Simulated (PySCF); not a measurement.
C₂H₆B, SMILES C[B]C, multiplicity 2.

Coordinates come from a PBE0-D3(BJ)/def2-TZVP optimisation. The isomer is the one that the SMILES or the coordinates give; other isomers of the formula were not compared.

All values below come from PBE0-D3(BJ)/def2-TZVP (PySCF).

Harmonic, unscaled wavenumbers; measured fundamentals usually lie a few per cent lower.

```tsv
mode	ν (cm⁻¹)	IR (km/mol)	moving atoms (share of kinetic energy)
1	112	1.8	H 97 %
2	123	4.3	H 65 %, B 30 %
3	295	0.0	H 45 %, C 28 %, B 27 %
4	621	0.0	H 78 %, C 20 %
5	673	1.1	H 73 %, C 17 %, B 11 %
6	798	0.3	C 51 %, H 40 %, B 10 %
7	814	3.3	H 76 %, C 19 %
8	1011	22.1	H 46 %, B 32 %, C 22 %
9	1174	28.5	B 50 %, H 44 %
10	1296	9.1	H 77 %, C 22 %
11	1328	124.8	H 49 %, C 34 %, B 17 %
12	1411	7.1	H 96 %
13	1413	4.4	H 96 %
14	1449	0.3	H 94 %
15	1450	16.8	H 93 %
16	2995	0.9	H 96 %
17	2998	11.1	H 96 %
18	3057	22.8	H 91 %, C 9 %
19	3057	14.2	H 91 %, C 9 %
20	3123	5.0	H 91 %, C 9 %
21	3123	5.8	H 91 %, C 9 %
```
